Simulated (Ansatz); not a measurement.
Cd₇Se₆Br₂. Charge 0, multiplicity 1. Geometry PBE-D4/def2-SVP, basis def2-SVP, Ansatz.

```xyz
15

Cd   -0.5438    3.3382    0.1005
Cd   -1.5335    0.4381   -1.4937
Cd    3.3158   -0.8807   -2.1444
Cd    1.6724    1.2137   -1.8852
Cd   -1.7169    1.1311    2.2603
Cd    0.1720   -2.9243   -0.4344
Cd   -1.7275   -2.0397    1.2035
Se   -0.4248    2.7442   -2.3667
Se    1.0337    0.2575    0.6531
Se   -3.2521    0.0389    0.3518
Se    2.8844   -3.0774   -0.5969
Se   -0.8309    3.5053    2.5352
Se    2.9120   -1.2028    0.9893
Br   -0.3134   -1.4446   -2.9431
Br   -1.6475   -1.0973    3.7705
```

```
run  HOMO (eV)  LUMO (eV)
  A      -5.43      -3.80
  B      -6.07      -3.11
  C      -4.93      -3.52
  D      -5.15      -3.73
```

In the def2 sets Cd takes a core potential; there is no spin–orbit coupling. Single mean-field runs in def2-SVP are fitted with def2-universal-jkfit. The structure comes from a short search, and lower isomers may exist.

Task: The runs used BLYP, PBE, PBE0, r2SCAN. Estimate which is which.

Result: A r2SCAN (0 % exact exchange); B PBE0 (25 % exact exchange); C BLYP (0 % exact exchange); D PBE (0 % exact exchange). Exact exchange lowers occupied and raises empty levels; among semilocal functionals meta-GGAs tend to open the gap a little, and such runs are hard to tell apart. The gap grows from 1.41 eV (BLYP) to 2.96 eV (PBE0).
